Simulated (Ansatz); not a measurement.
(1) Predict a relaxed structure of ZnCl2⁻, charge -1, doublet, at r2SCAN-D4/def2-TZVPD (Ansatz).

Answers

(1) 
Cartesian coordinates in Å:
```
Zn -0.579 -0.549 0.078
Cl -0.965 1.477 -0.882
Cl 1.544 -0.928 0.804
```
Point group C2v (tolerance 0.1 Å). The metal has 2 neighbours: Cl 2.27 Å, Cl 2.28 Å. This is one stationary point.

The highest occupied level of the charge -1 doublet lies above zero (up to 0.15 eV). By energy differences its removal costs 2.42 eV (vertical, to the charge 0 singlet, at r2SCAN-D4/def2-TZVPD); a positive level beside a positive removal energy at the same level points to self-interaction error. The relaxation made no stability test and no search for a lower SCF solution. The structure comes from a short search, and lower isomers may exist.
